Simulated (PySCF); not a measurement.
silylmethoxysilane (CH₈OSi₂), SMILES [SiH3]CO[SiH3]. Atoms are numbered in the order given.

```xyz
12

Si     1.6510     0.9539    -0.5562
C      0.7385    -0.7148    -0.3218
O     -0.6728    -0.5512    -0.4618
Si    -1.7054    -0.3755     0.8563
H      3.1365     0.7470    -0.4118
H      1.3533     1.5063    -1.9213
H      1.1846     1.9367     0.4823
H      1.0863    -1.4297    -1.1008
H      1.0210    -1.1716     0.6582
H     -1.4402     0.8995     1.6167
H     -3.0908    -0.3552     0.2887
H     -1.5367    -1.5317     1.8114
```

Geometry optimised at PBE-D3(BJ)/def2-SVP. The values are those of a single conformer.

Calculation: PySCF 2.14.0 with PBE-D3(BJ)/def2-SVP.

Frequencies are harmonic and unscaled.

```csv
mode,ν (cm⁻¹),IR (km/mol),moving atoms (share of kinetic energy)
1,44,0.7,"H 56 %, Si 22 %, O 14 %, C 9 %"
2,96,0.4,"H 60 %, Si 27 %, O 10 %"
3,137,0.1,"H 83 %, O 8 %"
4,215,3.8,"H 34 %, O 29 %, Si 27 %, C 11 %"
5,227,3.9,"H 38 %, O 35 %, C 20 %"
6,472,6.0,H 95 %
7,538,10.6,"H 56 %, Si 26 %, C 10 %"
8,679,42.2,"H 83 %, Si 9 %"
9,706,66.6,"H 72 %, C 12 %, Si 12 %"
10,715,1.1,"H 43 %, C 35 %, Si 19 %"
11,751,46.2,"O 33 %, Si 24 %, H 23 %, C 20 %"
12,834,20.3,"H 64 %, C 25 %"
13,872,279.6,"H 88 %, Si 11 %"
14,892,70.4,H 95 %
15,905,23.2,H 98 %
16,914,13.8,H 96 %
17,919,94.8,H 95 %
18,953,229.1,"H 88 %, Si 11 %"
19,1096,175.5,"O 50 %, C 36 %, H 12 %"
20,1222,26.4,"H 84 %, O 8 %"
21,1243,0.8,"H 78 %, C 18 %"
22,1406,4.9,H 94 %
23,2140,125.0,H 97 %
24,2145,67.0,H 97 %
25,2155,90.9,H 98 %
26,2173,99.4,H 97 %
27,2183,93.7,H 96 %
28,2208,100.9,H 96 %
29,2914,30.7,H 94 %
30,2990,15.7,"H 91 %, C 9 %"
```
